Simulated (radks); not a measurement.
Results of a calculation; reference values are marked as such.
Question: Species: Ba3+. Configuration: [Kr] 4d10 5s2 5p5. Code: a radial shooting solver on a logarithmic mesh with Libxc functionals. Model: Dirac Kohn-Sham, LDA (Slater exchange, Perdew-Wang correlation), spin-unpolarised, spherical densities, point nucleus; open shells fill j = l - 1/2 first.

Spin-orbit splittings of the eigenvalues, e(l+1/2) - e(l-1/2), with zeta = 2 splitting/(2l+1) and mean radii in bohr:

shell  occ.  splitting (eV)  zeta (eV)  <r> j=l-1/2  <r> j=l+1/2
2p        6           381.3      254.2      0.09197      0.09796
3p        6           73.66      49.11       0.2818       0.2938
3d       10               ?          ?       0.2645       0.2683
4p        6           15.50      10.33       0.6967       0.7243
4d       10           2.637      1.055       0.7937       0.8037
4f        0          0.2088    0.05965        1.281        1.292
5p        5           2.351      1.567        1.783        1.853
5d        0          0.2617     0.1047        2.471        2.496
6p        0          0.5390     0.3593        3.980        4.103

Estimate the 3d splitting.

Answer: 15.72 eV (zeta = 6.288 eV).
